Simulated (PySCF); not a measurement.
**How methods differ on the ionisation energy of V²⁺**

V²⁺ [Ar] 3d3 (4F) → V³⁺ [Ar] 3d2 (3F), as a difference of total energies. Calculation: PySCF 2.14, in aug-cc-pVTZ-DK; scalar relativity by spin-free X2C-1e. Correlated levels: valence: [Ar] frozen. The calculations carry no spin-orbit coupling.

```csv
method,ionisation energy (eV)
UHF,28.168
MP2 (valence),28.541
SCS-MP2 (valence),28.292
CCSD (valence),28.607
CCSD(T) (valence),28.610
```

Problem. How much does correlation contribute at CCSD(T) (valence)?

Solution. 28.610 − (28.168) = 0.442 eV, measured against UHF.

The reference lies between the lowest fine-structure levels, while these numbers refer to the centres of the terms.

Errors of the correlated levels include the incompleteness of this basis and the frozen core.

For comparison: 29.311 eV (measured; NIST Atomic Spectra Database, ionization energies).
